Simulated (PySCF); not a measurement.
Input of a run (BHandHLYP/def2-SVP geometry optimisation, gas phase (PySCF 2.14.0)), started from GFN2-xTB:
```
{"job": {"xc": "BHandHLYP", "basis": "def2-SVP", "grid": 1, "kind": "geom"}, "charge": 0, "multiplicity": 1}
C     -3.105099    -0.550587     0.045636
C     -1.704123    -0.335043    -0.220902
C     -0.535668    -0.162497    -0.465192
Si     1.254687     0.143516    -0.804831
F      1.365824     0.312019    -2.415044
P      2.075263     2.093149    -0.005272
P      2.441503    -1.708812    -0.304259
H     -3.273465    -1.587605     0.333874
H     -3.435565     0.102575     0.852821
H     -3.687281    -0.332602    -0.849129
H      1.721194     1.821114     1.307220
H      0.906873     2.798410    -0.242629
H      2.312352    -1.542471     1.065181
H      3.662826    -1.051640    -0.324618
```

Output (energies in Eh, forces in Eh/bohr):
```
step   0  E = -1190.00439732  max force = 0.017612
step   1  E = -1190.00590615  max force = 0.011857
step   2  E = -1190.00696132  max force = 0.005650
step   3  E = -1190.00733191  max force = 0.002488
step   4  E = -1190.00747171  max force = 0.001465
step   5  E = -1190.00756295  max force = 0.001647
step   6  E = -1190.00760332  max force = 0.000981
step   7  E = -1190.00761951  max force = 0.000339
step   8  E = -1190.00762649  max force = 0.000249
optimisation converged
```

Task: Summarise the run.

Result: The energy falls by 0.088 eV over 9 energy and gradient evaluations, the largest force component goes from 0.0176 to 2.5e-04 Eh/bohr, and the atoms move by 0.101 Å rms after alignment. Among the bonds, C3–Si4, P6–H12 and P7–H13 change most and about equally (-0.032 to +0.033 Å). Bonds longer at the end by more than 0.005 Å: 5 of 13; shorter: 1. Among the angles that change most is C3–Si4–F5, from 105.4° to 108.5°. The energy never rose by more than 1e-6 Eh on the way. The first step brought 47 % of the lowering.

Task: What are the final bond lengths?

Result: C1–C2 1.453 Å, C2≡C3 1.208 Å, C3–Si4 1.816 Å, Si4–F5 1.621 Å, Si4–P6 2.257 Å, Si4–P7 2.253 Å, C1–H8 1.093 Å, C1–H9 1.093 Å, C1–H10 1.093 Å, P6–H11 1.418 Å, P6–H12 1.417 Å, P7–H13 1.418 Å, P7–H14 1.418 Å. Numbering counts from 1 in the input's order; the species is `F[Si](P)(P)C#CC`.

The run used 145 basis functions and 63 SCF cycles in all. Hardware: one thread of an Arm Neoverse V2, shared host with 32 logical CPUs at a one-minute load of 19. Cost: 53 s, 0.61 GiB resident at most.

No BHandHLYP/def2-SVP frequencies stand behind this structure, so it isn't proved a minimum. One conformer, not necessarily the lowest.

Shape of the structure used: `[CH3:1][C:2]#[C:3][Si:4]([F:5])([PH2:6])[PH2:7]`: H–P6–Si4–C3 52°, H–P6–Si4–C3 -43°, H–P7–Si4–C3 -65°, H–P7–Si4–C3 -159°.
